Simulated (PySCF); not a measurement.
Electron correlation in As (arsenic, neutral)

[Ar] 3d10 4s1 4p3 4d1, high-spin 6D determinant (an excited configuration). All numbers are calculated (PySCF 2.14, scalar relativity by spin-free X2C-1e, in x2c-TZVPPall with one added diffuse shell each of s, p, d type (7s6p5d1f, 57 functions)). Frozen: [Ne]; 23 electrons correlated.

```
  level  correlation energy (mhartree)
   CCSD                        -259.13
    (T)                          -4.80
CCSD(T)                        -263.93
```

Diagnostics: T1 = 0.0049, D1 = 0.0107, largest double amplitude 0.026.

Task: Is a single reference adequate?

Result: Yes, within this model without spin-orbit coupling: T1 lies below 0.03 and no double amplitude reaches 0.07.

This basis was not built for core-valence correlation, so the inner-shell part is incomplete.
